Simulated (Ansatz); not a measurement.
Ansatz (a first-principles code) input (r2SCAN/6-31G*):

Ansatz 0.2 input:
```yaml
crystal:
  periodic: [false, false, false]
  atoms:
    - {symbol: Ge, position_ang: [-0.00000000, -0.00000000, -0.38851526]}
    - {symbol: F, position_ang: [0.00000000, 0.00000000, 1.38138759]}
basis:
  gaussian:
    orbitals: 6-31G*
hamiltonian:
  xc: {name: r2SCAN}
magnetization: {spin_polarized: true, initial_magnetization: 1}
```

Output:

```
Functional definition: r2SCAN
integrals: 0.01 GiB planned
483 factors; their error is unknown
mean field: 0.14 GiB planned
mean field evaluation 1: about -59223.5451 eV, gradient 2.4e1 eV
mean field evaluation 2: about -59189.1229 eV, gradient 9.9e1 eV
mean field evaluation 4: about -59225.3569 eV, gradient 2.8e0 eV
mean field evaluation 8: about -59225.3700 eV, gradient 2.3e-2 eV
mean field evaluation 16: about -59225.2375 eV, gradient 3.6e0 eV
mean field -59225.37001415 eV, -2176.4922036225 hartree, gradient 4.7e-5 eV, S^2 0.754406; 3 other end points of the search recorded, 0 dependent functions left out
reference -59225.37002635 eV, -2176.4922040706 hartree; 21, 20 occupied and 29, 30 virtual orbitals, 483 factors
Total energy: -59225.37002635 eV, -2176.4922040706 hartree
```
